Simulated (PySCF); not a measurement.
Compound: C₃H₅BOSe.
Z-matrix (Å and degrees, PBE0-D3(BJ)/def2-SVP geometry), rows numbered from 1:
```
B 
C   1  1.5483
C   2  1.3513  1  121.00
Se  3  1.8827  2  123.63  1   -13.64
C   4  1.9554  3   92.75  2   -19.00
O   1  1.3625  2  121.45  3    24.64
H   1  1.2085  2  122.84  3  -149.86
H   2  1.0952  1  120.83  3   165.91
H   3  1.0962  2  122.80  1   164.14
H   5  1.1027  4  106.69  3   -70.43
H   5  1.0987  4  106.71  3   172.31
```

Level of theory: PySCF, PBE0-D3(BJ)/def2-SVP geometry optimisation, gas phase.

Masses are those of the commonest isotopes; rigid-rotor values at the optimised geometry. The values belong to one conformer with, in the numbering `[BH:1]1[CH:2]=[CH:3][Se:4][CH2:5][O:6]1`, O6–B1–C2–C3 25°, C2–C3–Se4–C5 -19°, C3–Se4–C5–O6 52°, Se4–C5–O6–B1 -54°.

Give the principal moments of inertia and the rotational constants in cm⁻¹.

Ia = 115.05, Ib = 226.93, Ic = 325.11 u·Å²; 505379 MHz·u·Å²/I gives 4393, 2227 and 1555 MHz, that is A = 0.14652, B = 0.07429, C = 0.05185 cm⁻¹.

Classify the top.

An asymmetric top. Ray's parameter κ = (2B − A − C)/(A − C) = -0.526; −1 is the prolate and +1 the oblate limit.

Is it planar, by Δ = Ic − Ia − Ib?

Not planar: Δ = Ic − Ia − Ib = -16.88 u·Å². For a rigid frame Δ = −2 Σ m c², so Σ m c² = 8.44 u·Å² lies off the ab plane: 3.24 from hydrogen and 5.20 from heavier atoms. The atom farthest from that plane is 1.57 Å away.

Give the other two planar moments, Paa and Pbb, and the rms extents of the mass along the axes.

Paa = Σ m a² = (Ib + Ic − Ia)/2 = 218.49 and Pbb = Σ m b² = (Ia + Ic − Ib)/2 = 106.61 u·Å². With the mass M = 147.96 u, the rms extents √(P/M) along a, b and c are 1.22, 0.85, 0.24 Å.

Give the coordinates in the principal-axis frame, origin at the centre of mass.

The sense of each axis is arbitrary; atoms in the order of the calculation.
```
atom  mass (u)   a (Å)   b (Å)   c (Å)
  B1    11.009   2.216   0.086   0.236
  C2    12.000   1.477   1.379  -0.187
  C3    12.000   0.129   1.458  -0.138
 Se4    79.917  -0.996  -0.037   0.073
  C5    12.000   0.399  -1.284  -0.493
  O6    15.995   1.602  -1.130   0.194
  H7     1.008   3.327   0.092   0.712
  H8     1.008   2.022   2.321  -0.315
  H9     1.008  -0.412   2.411  -0.182
 H10     1.008   0.549  -1.123  -1.573
 H11     1.008   0.007  -2.296  -0.319
```

List the rotational levels J(Ka,Kc) to J = 5 (MHz).

Above 0(0,0):
J = 1: 1(0,1) 3782, 1(1,1) 5947, 1(1,0) 6620
J = 2: 2(0,2) 11211, 2(1,2) 12838, 2(1,1) 14855, 2(2,1) 21352, 2(2,0) 21486
J = 3: 3(0,3) 22052, 3(1,3) 23097, 3(1,2) 27115, 3(2,2) 32697, 3(2,1) 33334, 3(3,1) 45283, 3(3,0) 45300
J = 4: 4(0,4) 36072, 4(1,4) 36654, 4(1,3) 43262, 4(2,3) 47718, 4(2,2) 49459, 4(3,2) 60633, 4(3,1) 60749, 4(4,1) 77950, 4(4,0) 77952
J = 5: 5(0,5) 53152, 5(1,5) 53442, 5(1,4) 63086, 5(2,4) 66329, 5(2,3) 69884, 5(3,3) 79851, 5(3,2) 80294, 5(4,2) 97154, 5(4,1) 97170, 5(5,1) 119397, 5(5,0) 119397

Predict some low-J microwave lines.

The dipole components are |μa| = 1.04 D, |μb| = 0.35 D, |μc| = 1.10 D. The squared components, which scale the intensities, stand as 0.89 : 0.10 : 1.00 (a : b : c). Some lines, for components of 0.1 D or more:

```tsv
type	branch	J(Ka,Kc)	MHz	lower level (cm⁻¹)
a	Q	4(2,2) ← 4(2,3)	1742	1.592
b	Q	2(1,1) ← 2(0,2)	3644	0.374
a	R	1(0,1) ← 0(0,0)	3782	0.000
b	R	4(2,2) ← 3(3,1)	4177	1.510
c	Q	2(2,1) ← 2(1,1)	6497	0.496
b	Q	3(2,2) ← 3(1,3)	9600	0.770
a	R	3(1,3) ← 2(1,2)	10259	0.428
b	Q	5(3,2) ← 5(2,3)	10410	2.331
b	R	4(1,3) ← 3(2,2)	10566	1.091
b	Q	4(3,2) ← 4(2,3)	12915	1.592
b	R	4(1,4) ← 3(0,3)	14602	0.736
a	R	5(0,5) ← 4(0,4)	17080	1.203
c	Q	5(5,1) ← 5(4,1)	22227	3.241
c	R	3(3,1) ← 2(2,1)	23931	0.712
c	R	4(2,3) ← 3(1,3)	24621	0.770
b	R	4(2,2) ← 3(1,3)	26362	0.770
c	R	5(2,3) ← 4(1,3)	26622	1.443
c	R	4(3,1) ← 3(2,1)	27415	1.112
b	R	4(4,1) ← 3(3,0)	32650	1.511
c	R	5(4,1) ← 4(3,1)	36421	2.026
c	R	5(5,1) ← 4(4,1)	41447	2.600
```

Estimate the classical rotational partition function at 25 K, 50 K and 298.15 K.

Point group C1, symmetry number σ = 1; q = (√π/σ)·√((kT/h)³/(ABC)), k/h = 20836.6 MHz/K: 5400 at 25 K, 15300 at 50 K, 223000 at 298.15 K.

No frequency check. No vibrational averaging or centrifugal distortion is included, and the geometry carries the error of its method. Quadrupole hyperfine structure (11B) is left out.

Hardware: Arm Neoverse V1, one thread, shared host with 64 logical CPUs at a one-minute load of 35. Cost: 52 s of wall time, 0.54 GiB resident at most. These figures are those of the optimisation.
